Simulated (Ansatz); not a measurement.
Born–Oppenheimer molecular dynamics of AlClH$_{4}$OSi (8 atoms, charge 0, multiplicity 1). It starts at the highest image of a converged band, a first-order saddle point between two minima.

Level of theory: Ansatz, RKS revPBE-D4/def2-SVPD.

- ensemble: NVE (velocity Verlet)
- time step: 0.5 fs
- steps asked: 200
- starting velocities drawn for: 100 K
- seed: 11117

First frame:

```xyz
8
Properties=species:S:1:pos:R:3
Al 0.393 0.011 -0.604
Cl 1.249 0.106 1.880
H 1.760 0.509 0.280
O -1.177 -0.659 -0.708
Si -2.720 -1.335 -0.757
H -2.796 -2.479 0.212
H -3.727 -0.283 -0.391
H -2.989 -1.831 -2.150
```

**Question.** How far do the bonds stretch over the last three quarters of this one trajectory? (Pairs bonded in most of those frames.)

**Answer.** 
| bond | mean (Å) | spread (Å) | shortest | longest |
| --- | --- | --- | --- | --- |
| Al1–Cl2 | 2.230 | 0.183 | 1.93 | 2.59 |
| Al1–H3 | 1.735 | 0.138 | 1.46 | 1.97 |
| Al1–O4 | 1.737 | 0.069 | 1.58 | 1.83 |
| O4–Si5 | 1.694 | 0.062 | 1.59 | 1.86 |
| Si5–H6 | 1.504 | 0.010 | 1.49 | 1.52 |
| Si5–H7 | 1.503 | 0.005 | 1.49 | 1.51 |
| Si5–H8 | 1.504 | 0.013 | 1.48 | 1.53 |

Pairs bonded in part of these frames only: Al1–H3 89 %.

Mean temperature of the second half: 1688 K. The conserved energy stayed within 0.16 meV per atom of its start (net change -0.046 meV per atom), so the integration is sound. The kinetic energy rose, since the run started high on the potential surface and went downhill. A run of 0.1 ps of so small a system gives no equilibrium averages. The orbitals stay closed-shell, which can raise the energy where a bond breaks towards radicals; this wasn't checked here.

The run took 4.8 min on 4 threads of Arm Neoverse V1 (shared host), peak memory 0.18 GiB.
